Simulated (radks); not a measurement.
Spherical quantum dot in the effective-mass picture: electrons in a parabolic well V = omega^2 r^2 / 2 with omega = 3.27, with a point charge +2 (a donor) at the centre, all in effective atomic units (hartree* = m*/eps^2 hartree, bohr* = eps/m* bohr), one dielectric constant everywhere. Calculated with a radial shooting solver with Libxc functionals: non-relativistic Kohn-Sham, LDA (Slater exchange, Perdew-Wang correlation), spin-polarised, spherical densities. Levels are named by radial order and angular momentum (1s, 1p, 1d, 2s, ...), and open shells are averaged over m. Results are scaled to m* = 0.223 and eps = 14.1, for which hartree* = 30.52 meV and bohr* = 3.346 nm.

N = 4, configuration 1s2 1p(up 2, down 0). This is the lowest configuration that the search found. Occupied and some empty levels:

level    occupation  eigenvalue (meV)  <r> (nm)
1s up             1            148.32     1.755
1s down           1            154.68     1.739
1p up             2            279.93     2.722
1p down           0            288.00     2.729
2s up             0            351.16     3.016
2s down           0            356.89     3.037
1d up             0            383.54     3.334
1d down           0            390.99     3.353
1f up             0            483.61     3.826
1f down           0            489.88     3.850

Energy (meV): total 564.996, kinetic 480.11, external -143.92, Hartree 329.93, exchange-correlation -101.13.

Electron density:

r (nm)  n(r) (e/nm^3)
0.221          0.1822
0.591          0.1197
0.960         0.08103
1.33          0.05647
1.70          0.03992
2.07          0.02796
2.44          0.01896
2.81          0.01220
3.18         0.007344
3.55         0.004097
3.91         0.002118
4.29         0.001001
4.65        0.0004381
